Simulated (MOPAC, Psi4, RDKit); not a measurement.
Conformational energy of SMILES Fc1cccc(F)c1-c1ccsc1. Scanned: dihedral C2–C8–C9–C10; all other coordinates were relaxed at GFN2-xTB. Points at φ and −φ are mirror images. Heavy atoms are numbered in the order of the SMILES Fc1cccc(F)c1-c1ccsc1, hydrogens after them in the order of the atoms that carry them; the mirror image has the same energies with the sign of each dihedral reversed.

- UFF // GFN2-xTB (RDKit)
- PM7, restricted, heats of formation // GFN2-xTB (MOPAC)
- MMFF94 // GFN2-xTB (RDKit)
- PBE-D3(BJ)/def2-SVP // GFN2-xTB (Psi4)

Energies relative to the lowest point of each profile, in kJ/mol; the last columns give the difference from PBE-D3(BJ):

| φ / ° | UFF | PM7 | MMFF94 | PBE-D3(BJ)/def2-SVP | UFF − PBE-D3(BJ)/def2-SVP | PM7 − PBE-D3(BJ)/def2-SVP | MMFF94 − PBE-D3(BJ)/def2-SVP |
|---|---|---|---|---|---|---|---|
| -150 | 2.9 | 8.5 | 0.0 | 0.0 | 2.8 | 8.5 | 0.0 |
| -120 | 0.1 | 0.2 | 2.5 | 6.0 | -6.0 | -5.8 | -3.5 |
| -90 | 7.4 | 0.5 | 6.8 | 12.6 | -5.2 | -12.1 | -5.8 |
| -60 | 0.0 | 0.0 | 2.2 | 6.3 | -6.3 | -6.3 | -4.1 |
| -30 | 2.8 | 8.6 | 0.0 | 0.0 | 2.8 | 8.6 | 0.0 |
| 0 | 37.0 | 30.5 | 8.3 | 2.6 | 34.4 | 27.9 | 5.7 |
| 30 | 2.8 | 8.6 | 0.0 | 0.0 | 2.8 | 8.6 | 0.0 |
| 60 | 0.0 | 0.0 | 2.2 | 6.3 | -6.3 | -6.3 | -4.1 |
| 90 | 7.4 | 0.5 | 6.8 | 12.6 | -5.2 | -12.1 | -5.8 |
| 120 | 0.1 | 0.2 | 2.5 | 6.0 | -6.0 | -5.8 | -3.5 |
| 150 | 2.9 | 8.5 | 0.0 | 0.0 | 2.8 | 8.5 | 0.0 |
| 180 | 37.0 | 30.5 | 8.3 | 2.6 | 34.3 | 27.9 | 5.7 |

UFF is furthest from PBE-D3(BJ)/def2-SVP at 0 (34.4 kJ/mol, above); its mean absolute difference over the points is 9.6 kJ/mol.

PM7 is furthest from PBE-D3(BJ)/def2-SVP at 0 (27.9 kJ/mol, above); its mean absolute difference over the points is 11.5 kJ/mol.

MMFF94 is furthest from PBE-D3(BJ)/def2-SVP at -90 (-5.8 kJ/mol, below); its mean absolute difference over the points is 3.2 kJ/mol.
